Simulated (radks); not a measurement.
Coherent X-ray form factor from a spherical all-electron density. Calculated with a radial shooting solver on a logarithmic mesh with Libxc functionals: Dirac Kohn-Sham, PBE, spin-unpolarised, spherical densities, finite nucleus; Fermi nuclear charge, rms radius of each element as measured or else 0.836 A^(1/3) + 0.57 fm.

sin(theta)/lambda (1/angstrom),f0 (electrons)
0.05,28.446
0.1,27.049
0.15,25.269
0.2,23.391
0.25,21.531
0.3,19.737
0.4,16.462
0.5,13.717
0.6,11.548
0.8,8.704
1,7.185
1.25,6.108
1.5,5.303
2,3.854

The species is in the configuration that NIST lists as its ground one. Which atom or ion scatters so?

Answer. Neutral copper, [Ar] 3d10 4s1. Extrapolating in s^2 from the first two rows gives f0(0) = 28.9, near the electron count 29; among species with that count, the fall with angle is slower the higher Z, and the table is that of Z = 29; from so few rows the species is fixed only to a neighbour or two.
